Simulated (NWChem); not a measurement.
Everything below was run with NWChem. System: H4Ge, charge 0, spin multiplicity 1, optimised in this run. The structure started from a generated list of species. Level: PBE/def2-SVP.

Input file:

```
start mol
memory heap 200 mb stack 900 mb global 1100 mb
geometry units angstroms
  Ge     0.000000     0.000000    -0.000001
  H      1.210482     0.000000     0.855952
  H     -1.210482     0.000000     0.855952
  H      0.000000    -1.210488    -0.855938
  H      0.000000     1.210488    -0.855938
  symmetry group C2v
end
basis spherical
  * library def2-svp
end
dft
  xc xpbe96 cpbe96
  semidirect memsize 60000000 filesize 0
  iterations 100
end
driver
  maxiter 80
end
task dft optimize
task dft freq
```

NWChem printed:

```
             Northwest Computational Chemistry Package (NWChem) 7.3.0
             --------------------------------------------------------

                                NWChem Input Module
                                -------------------

 Scaling coordinates for geometry "geometry" by  1.889725989
 (inverse scale =  0.529177249)

 Turning off AUTOSYM since
 SYMMETRY directive was detected!

          ------
          auto-z
          ------
  Looking for out-of-plane bends

                             Geometry "geometry" -> ""
                             -------------------------

 Output coordinates in angstroms (scale by  1.889725989 to convert to a.u.)

  No.       Tag          Charge          X              Y              Z
 ---- ---------------- ---------- -------------- -------------- --------------
    1 Ge                  32.0000     0.00000000     0.00000000    -0.00000089
    2 H                    1.0000     1.21048200     0.00000000     0.85595211
    3 H                    1.0000    -1.21048200     0.00000000     0.85595211
    4 H                    1.0000     0.00000000    -1.21048800    -0.85593789
    5 H                    1.0000     0.00000000     1.21048800    -0.85593789

 Effective nuclear repulsion energy (a.u.)      46.9998469244

            Nuclear Dipole moment (a.u.)
            ----------------------------
        X                 Y               Z
 ---------------- ---------------- ----------------
     0.0000000000     0.0000000000    -0.0000000000

      Symmetry information
      --------------------

 Group name             C2v
 Group number             16
 Group order               4
 No. of unique centers     3

      Symmetry unique atoms

     1    2    4


 Summary of "ao basis" -> "" (spherical)
 ------------------------------------------------------------------------------
       Tag                 Description            Shells   Functions and Types
 ---------------- ------------------------------  ------  ---------------------
 *                          def2-svp                  on all atoms

  pbe96 is a nonlocal functional; adding pw91lda local functional.
[...]
 C=   2.616598 cm-1  (  3.764617 K)

 Temperature                      =   298.15K
 frequency scaling parameter      =   1.0000

 Zero-Point correction to Energy  =   17.976 kcal/mol  (  0.028647 au)
 Thermal correction to Energy     =   19.976 kcal/mol  (  0.031833 au)
 Thermal correction to Enthalpy   =   20.568 kcal/mol  (  0.032777 au)

 Total Entropy                    =   55.657 cal/mol-K
   - Translational                =   38.958 cal/mol-K (mol. weight =  77.9532)
   - Rotational                   =   15.766 cal/mol-K (symmetry #  =        2)
   - Vibrational                  =    0.933 cal/mol-K

 Cv (constant volume heat capacity) =    9.000 cal/mol-K
   - Translational                  =    2.979 cal/mol-K
   - Rotational                     =    2.979 cal/mol-K
   - Vibrational                    =    3.042 cal/mol-K


 ----------------------------------------------------------------------------
 Normal Eigenvalue ||    Projected Derivative Dipole Moments (debye/angs)
  Mode   [cm**-1]  ||      [d/dqX]             [d/dqY]           [d/dqZ]
 ------ ---------- || ------------------ ------------------ -----------------
    1        0.000 ||      -0.000              -0.000            -0.000
    2        0.000 ||      -0.000              -0.000             0.000
    3        0.000 ||      -0.000              -0.000             0.000
    4        0.000 ||       0.000               0.000             0.000
    5        0.000 ||       0.000              -0.000             0.000
    6        0.000 ||      -0.000               0.000             0.000
    7      789.944 ||      -1.155               0.824            -0.026
    8      789.945 ||      -0.824              -1.155             0.004
    9      789.999 ||       0.019              -0.019            -1.419
   10      896.908 ||       0.000               0.000             0.000
   11      896.924 ||       0.000              -0.000            -0.000
   12     2092.534 ||      -0.000               0.000             0.000
   13     2108.149 ||       0.570              -1.534             0.015
   14     2108.149 ||       1.534               0.570             0.007
   15     2108.161 ||       0.012              -0.012            -1.636
 ----------------------------------------------------------------------------

 ----------------------------------------------------------------------------
 Normal Eigenvalue ||           Projected Infra Red Intensities
  Mode   [cm**-1]  || [atomic units] [(debye/angs)**2] [(KM/mol)] [arbitrary]
 ------ ---------- || -------------- ----------------- ---------- -----------
    1        0.000 ||    0.000000           0.000         0.000       0.000
    2        0.000 ||    0.000000           0.000         0.000       0.000
    3        0.000 ||    0.000000           0.000         0.000       0.000
    4        0.000 ||    0.000000           0.000         0.000       0.000
    5        0.000 ||    0.000000           0.000         0.000       0.000
    6        0.000 ||    0.000000           0.000         0.000       0.000
    7      789.944 ||    0.087334           2.015        85.137      21.469
    8      789.945 ||    0.087334           2.015        85.137      21.469
    9      789.999 ||    0.087329           2.015        85.133      21.468
   10      896.908 ||    0.000000           0.000         0.000       0.000
   11      896.924 ||    0.000000           0.000         0.000       0.000
   12     2092.534 ||    0.000000           0.000         0.000       0.000
   13     2108.149 ||    0.116066           2.678       113.147      28.532
   14     2108.149 ||    0.116066           2.678       113.147      28.532
   15     2108.161 ||    0.116064           2.678       113.145      28.531
 ----------------------------------------------------------------------------

 Task  times  cpu:       38.9s     wall:       38.9s

 Total times  cpu:       46.7s     wall:       46.7s
```
